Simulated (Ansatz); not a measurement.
Born–Oppenheimer molecular dynamics of C2H7Ga (10 atoms, charge 0, multiplicity 1). It starts at the highest image of a converged band. Of that band: The profile has 2 maxima (images 2, 4) with wells between them (image 3): this band takes more than one step, which may be the mechanism or a detour left from its start path. A structure lower than the last end lies on the path between it and the top, so the climb from that side starts below the end, which may itself be a saddle point or a shallow side well. Neighbouring images differ by up to 2.3 eV, so the band resolves the path poorly. A vibrational analysis at the climbing image gives one clearly imaginary mode, 756i cm⁻¹: a first-order saddle point.

All numbers below come from RKS B3LYP-D4/def2-SVP in Ansatz.

```yaml
ensemble: NVE (velocity Verlet)
time_step: 0.5 fs
steps_asked: 200
starting_velocities_drawn_for: 100 K
seed: 11684
```

First frame:

```xyz
10
Properties=species:S:1:pos:R:3
Ga 0.976 0.499 -0.325
C 1.159 -0.146 2.053
H 0.152 -0.495 2.284
H 1.968 -0.812 2.357
C 1.419 1.289 2.006
H 2.362 1.613 2.471
H 1.655 1.725 0.886
H 0.579 1.923 2.319
H 1.885 -0.660 0.240
H -0.587 0.654 -0.146
```

Task: How far do the bonds stretch over the last three quarters of this one trajectory? (Pairs bonded in most of those frames.)

Result: 
```json
{"bond": "Ga1–H10", "mean (Å)": "1.685", "spread (Å)": "0.034", "shortest": "1.60", "longest": "1.74"}
{"bond": "C2–H3", "mean (Å)": "1.099", "spread (Å)": "0.010", "shortest": "1.08", "longest": "1.12"}
{"bond": "C2–H4", "mean (Å)": "1.101", "spread (Å)": "0.006", "shortest": "1.09", "longest": "1.11"}
{"bond": "C2–C5", "mean (Å)": "1.533", "spread (Å)": "0.033", "shortest": "1.49", "longest": "1.60"}
{"bond": "C2–H9", "mean (Å)": "1.229", "spread (Å)": "0.205", "shortest": "0.90", "longest": "1.68"}
{"bond": "C5–H6", "mean (Å)": "1.102", "spread (Å)": "0.011", "shortest": "1.08", "longest": "1.12"}
{"bond": "C5–H7", "mean (Å)": "1.121", "spread (Å)": "0.035", "shortest": "1.06", "longest": "1.18"}
{"bond": "C5–H8", "mean (Å)": "1.101", "spread (Å)": "0.021", "shortest": "1.06", "longest": "1.14"}
```

Mean temperature of the second half: 1378 K. The conserved energy stayed within 1.8 meV per atom of its start (net change -0.9 meV per atom), so the integration is sound. The kinetic energy rose, since the run started high on the potential surface and went downhill. It ends in pieces (C2H6 + GaH), so much of that is their flight and rotation, not heat. A run of 0.1 ps of so small a system gives no equilibrium averages. The orbitals stay closed-shell, which can raise the energy where a bond breaks towards radicals; this wasn't checked here.

Run time: 7.1 min on 2 threads of Arm Neoverse V1, with other jobs on the host, peak memory 0.2 GiB.
